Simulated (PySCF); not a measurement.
All values below come from TPSSh-D3(BJ)/def2-TZVP // BP86-D3(BJ)/def2-SVP run with PySCF. All species are isolated molecules in the gas phase. One relaxed conformer stands for a flexible species; it need not be the lowest. 

Reference species: [Hf(H)3(SH)] (neutral, multiplicity 1).

```yaml
LUMO: -2.51 eV
charge on the central atom (Mulliken): 0.83 e
coordination_number: 4
```

Changed species: [Hf(H)4] (0 of 4 H replaced by SH; the reference has 1 of 4 H replaced by SH).

Give the shifts of the LUMO, charge on the central atom (Mulliken) and coordination number.

the LUMO hardly moves; the charge on the central atom (Mulliken) is nearly the same; the coordination number hardly moves.
